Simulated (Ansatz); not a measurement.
`[F][SbH][SiH3]` + H₂ → `[SiH3][SbH2]` + H–F at 400 K and 1 bar (hydrogenolysis of the Sb–F bond).

Computed with Ansatz on PBE0-D4/def2-TZVP structures; ΔE is electronic, products minus reactants. CCSD(T)/CBS adds triple-zeta CCSD(T) − MP2 to the extrapolated MP2 energy (def2 sets, frozen cores). This one scheme is used for every species. Elements past krypton have def2 core potentials. For Sb outer-core shells are correlated without core-valence functions, which leaves a few kJ/mol of doubt a bond.

```tsv
species	CCSD(T)/CBS energy (Eh)	H − E (kJ/mol)	S (J/(mol·K))
`[F][SbH][SiH3]`	-631.30007	114.6	359.4
H₂	-1.17544	38.0	139.0
`[SiH3][SbH2]`	-532.08095	123.9	330.9
H–F	-100.39570	36.5	182.2
```

H − E and S are ideal-gas, rigid-rotor, harmonic terms from PBE0-D4/def2-TZVP, for one conformer and one mirror image of each species. The MP2-based limit puts H₂ 0.8 mEh under its directly extrapolated value; such offsets cancel only in part. 1 Eh = 2625.50 kJ/mol, R = 8.31446 J/(mol·K).

Q: By hand: ΔE, ΔH, ΔS and ΔG.

A: ΔE = (-532.08095) + (-100.39570) − (-631.30007) − (-1.17544) = -0.00114 Eh = -3.0 kJ/mol. Δ(H − E) = 123.9 + 36.5 − 114.6 − 38.0 = 7.8, so ΔH = 4.8 kJ/mol. ΔS = 330.9 + 182.2 − 359.4 − 139.0 = 14.7 J/(mol·K). ΔG = 4.8 − 400 × (14.7)/1000 = -1.1 kJ/mol.

Q: By hand: the equilibrium constant, and the temperature at which ΔG would vanish if ΔH and ΔS stayed fixed.

A: log₁₀ K = −ΔG/(RT ln 10) = 0.1. ΔG = 0 at ΔH/ΔS = 327 K, though so small a ΔH makes that figure unsure.

TΔS isn't small against ΔH here. The sign of ΔG lies within the doubt. A doubt of 5 kJ/mol in ΔE shifts log₁₀ K by 0.7 here. Other conformers and mirror images would add mixing entropy, several J/(mol·K) or more a flexible species. These are equilibria of isolated gas molecules and say nothing of rates. Largest T1 diagnostic: 0.014 (customary marks: 0.02 for closed shells, 0.045 for open ones).
